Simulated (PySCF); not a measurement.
C₇H₈, SMILES C1C2C3C2C2C3C12. Heavy atoms are numbered as in [CH2:1]1[CH:2]2[CH:3]3[CH:4]2[CH:5]2[CH:6]3[CH:7]12. Hydrogens are named by the atom that carries them.

Geometry optimised at r2SCAN-D4/def2-SVP. Other conformers were not sampled.

Calculation: PBE0/def2-TZVP in PySCF.

Atomic charges (e), one atom of each kind:

```
atom        Mulliken  Löwdin
--------  ----------  ------
C1 (CH2)       -0.09   -0.21
C2 (CH)        -0.16   -0.18
C3 (CH)   (withheld)   -0.14
H on C1         0.09    0.14
H on C2   (withheld)    0.15
H on C3   (withheld)    0.14
```

**Question.** Fill in the missing entries. (An estimate is asked for; the answer gives what the named calculation found.)

**Answer.** 
- C3 (CH), Mulliken: -0.12
- H on C2, Mulliken: 0.11
- H on C3, Mulliken: 0.12

Computed Mayer and Wiberg (Löwdin basis) orders of the bonds:
```csv
bond,Mayer,Wiberg
C1–C2,1.04,1.16
C2–C3,0.93,1.14
C2–C4,0.93,1.14
C3–C4,0.97,1.14
C4–C5,0.98,1.05
C3–C6,0.98,1.05
C5–C6,0.97,1.14
C1–C7,1.04,1.16
C5–C7,0.93,1.14
C6–C7,0.93,1.14
```
